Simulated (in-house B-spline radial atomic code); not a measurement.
# One electron outside the [Ar] 3d10 core: Pb LIV (Pb53+)

Computed with an all-electron radial atomic-structure program (B-spline basis), no-pair Dirac-Coulomb Hamiltonian, finite nucleus. Rungs: frozen-core Dirac-Hartree-Fock (DHF); Brueckner orbitals from the second-order correlation potential; the same with the Coulomb interaction screened by the core and the hole-particle interaction summed; Breit and QED terms from differences of relaxed Dirac-Fock atoms, where computed. Partial waves beyond l = 6 are extrapolated. The tables show a selection of states; those near core-excited levels, with erratic corrections or far from their DHF start are never shown.

Removal energies (eV):

```json
{"state": "4s1/2", "DHF": "3287.06", "second order": "3289.12", "screened": "3289.03", "Breit + QED": "-5.13", "final": "3283.9"}
{"state": "4p1/2", "DHF": "3168.49", "second order": "3170.71", "screened": "3170.62", "Breit + QED": "-4.76", "final": "3165.86"}
{"state": "4p3/2", "DHF": "2992.49", "second order": "2994.35", "screened": "2994.27", "Breit + QED": "-2.92", "final": "2991.35"}
{"state": "4d3/2", "DHF": "2813.9", "second order": "2816.08", "screened": "2815.99", "Breit + QED": "-2.02", "final": "2813.98"}
{"state": "4d5/2", "DHF": "2776.39", "second order": "2778.42", "screened": "2778.34", "Breit + QED": "-1.35", "final": "2776.99"}
{"state": "4f5/2", "DHF": "2587.64", "second order": "?", "screened": "?", "Breit + QED": "?", "final": "?"}
{"state": "4f7/2", "DHF": "2577", "second order": "2578.92", "screened": "2578.88", "Breit + QED": "-", "final": "-"}
{"state": "5s1/2", "DHF": "1977.24", "second order": "?", "screened": "?", "Breit + QED": "?", "final": "?"}
{"state": "5p1/2", "DHF": "1919.33", "second order": "1920.5", "screened": "1920.43", "Breit + QED": "-2.2", "final": "1918.23"}
{"state": "5p3/2", "DHF": "1836.05", "second order": "1837.09", "screened": "1837.03", "Breit + QED": "-1.37", "final": "1835.65"}
{"state": "5d3/2", "DHF": "1750.37", "second order": "1751.5", "screened": "1751.44", "Breit + QED": "-0.961", "final": "1750.48"}
{"state": "5d5/2", "DHF": "1732.06", "second order": "1733.1", "screened": "1733.04", "Breit + QED": "-0.617", "final": "1732.43"}
{"state": "5f5/2", "DHF": "1647.86", "second order": "1648.74", "screened": "1648.7", "Breit + QED": "-", "final": "-"}
{"state": "5f7/2", "DHF": "1641.88", "second order": "1642.72", "screened": "1642.68", "Breit + QED": "-", "final": "-"}
{"state": "5g7/2", "DHF": "1597.32", "second order": "1598.14", "screened": "1598.13", "Breit + QED": "-", "final": "-"}
{"state": "5g9/2", "DHF": "1594.83", "second order": "1595.63", "screened": "1595.62", "Breit + QED": "-", "final": "-"}
```

**Question.** What does correlation do to 4f5/2?

**Answer.** It adds 2.036 eV to the removal energy in second order and 1.981 eV with screening, giving 2589.62 eV before Breit and QED terms, which weren't computed for this state.

**Question.** What does correlation do to 5s1/2?

**Answer.** It adds 1.088 eV to the removal energy in second order and 1.022 eV with screening; Breit and QED add -2.35 eV, for a final 1975.91 eV.

**Question.** How does the lowest state compare with the NIST ionisation energy?

**Answer.** 4s1/2 is bound by 3283.9 eV, without recoil; NIST lists 3282.1 ± 2 eV (semi-empirical), a difference of +1.8 eV.

Electric-dipole lines from 4s1/2 (reduced matrix elements in atomic units, length form, static core polarisation, sign of DHF taken positive):

```csv
upper,DHF,+ core polarisation,+ Brueckner,λ (nm),A (s⁻¹)
4p1/2,0.2725,0.2647,0.2645,10.504,6.12e+10
4p3/2,0.3959,0.3851,0.3848,4.238,9.86e+11
```

Magnetic hyperfine constants per unit nuclear g factor (MHz, nucleus as a uniformly magnetised ball; they apply to isotopes with nuclear spin):

```csv
state,DHF,+ core polarisation,+ Brueckner
4s1/2,2.874e+06,2.96e+06,2.969e+06
4p1/2,957100,987600,990600
4p3/2,91400,93740,94020
5s1/2,1.341e+06,1.377e+06,1.379e+06
5p1/2,451700,464300,465100
5p3/2,43940,44550,44640
```
